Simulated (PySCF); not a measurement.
# Electron affinity of Fe by level of theory

Fe⁻ [Ar] 3d7 4s2 (4F) → Fe [Ar] 3d6 4s2 (5D), as a difference of total energies. Calculation: PySCF 2.14, in def2-QZVPPD; the non-relativistic Hamiltonian (point nucleus). Correlated levels: valence: [Ar] frozen. The calculations carry no spin-orbit coupling.

| method | electron affinity (eV) |
| --- | --- |
| UHF | -2.190 |
| MP2 (valence) | -0.019 |
| SCS-MP2 (valence) | 0.048 |
| CCSD (valence) | -0.323 |
| CCSD(T) (valence) | -0.052 |

A first-order spin-orbit estimate (lowest level to lowest level, LS coupling) adds 0.021 eV.

These non-relativistic numbers lack the scalar-relativistic shift.

Errors of the correlated levels include the incompleteness of this basis and the frozen core.

A negative affinity means that the anion lies above the atom at that level of theory.

The coupled-cluster amplitudes are large for Fe⁻ (T1 above 0.03 or a double amplitude above 0.15), so a single reference is strained.

For comparison: 0.153 eV (measured; photodetachment measurements, as compiled on the Wikipedia data page of electron affinities).
